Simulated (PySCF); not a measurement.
## Electronic structure of Tl⁺ (thallium, charge +1) at the UHF level

Configuration: [Xe] 4f14 5d10 6s1 7s1, high-spin 3S determinant (an excited configuration). All numbers are calculated (PySCF 2.14, scalar relativity through the core potential, in aug-cc-pVQZ-PP with ECP60MDF (7s7p5d3f2g, 92 functions)).

```json
{
 "Total energy": "-170.915427 hartree",
 "One-electron energy": "-291.9526 hartree",
 "Hartree (Coulomb) energy": "134.7300 hartree",
 "Exchange energy": "-13.6928 hartree",
 "⟨S²⟩": "2.0013",
 "⟨L²⟩": "0.000",
 "Sum of ⟨r⟩": "30.16 bohr",
 "Sum of ⟨r²⟩": "77.24 bohr²"
}
```

| shell | electrons | mean orbital energy (eV) | rms radius, mean of both spins (bohr) |
| --- | --- | --- | --- |
| 5s α | 1 | -166.19 | 0.952 |
| 5s β | 1 | -165.83 | 0.952 |
| 5p α | 3 | -106.99 | 1.09 |
| 5p β | 3 | -106.86 | 1.09 |
| 5d α | 5 | -35.519 | 1.46 |
| 5d β | 5 | -35.077 | 1.46 |
| 6s α | 1 | -23.644 | 2.48 |
| 7s α | 1 | -7.049 | 6.38 |

Energies and moments cover only the electrons outside the core potential. Spin-orbit coupling, which splits the p, d and f shells strongly at this Z, is absent. The outer electron is Rydberg-like, and this basis confines it to a smaller radius and binds it less than a complete one would.
